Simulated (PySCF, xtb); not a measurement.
BH2, charge +1, multiplicity 1. Atoms are numbered in the order given.

```xyz
3

B      0.0000     0.0000     0.0000
H      0.0000     0.0000    -1.1792
H      0.0000     0.0000     1.1792
```
Charge +1, spin multiplicity 1.

The structure is a stationary point at PBE0-D3(BJ)/def2-TZVPD. The spin state was assumed, not searched. The isomer is the one that the SMILES or the coordinates give; other isomers of the formula were not compared.

Calculation: C-PCM-M06-2X/def2-TZVPD run with PySCF.

The values are the electrostatic part of the solvation free energy, E(continuum) − E(gas) at the gas-phase geometry, in a cavity of scaled van der Waals radii (PySCF's table); cavitation and dispersion terms are not included. In vacuum the orbital gap is 12.67 eV.

```csv
solvent,ε,ΔG(elec) (kcal/mol),gap (eV)
water,78.36,-71.3,12.60
dimethylsulfoxide,46.83,-70.7,12.60
"N,N-dimethylformamide",37.22,-70.3,12.60
```

For comparison, GFN2-xTB/ALPB(water) (xtb, at the GFN2-xTB geometry, all terms of that model) gives -72.8 kcal/mol.
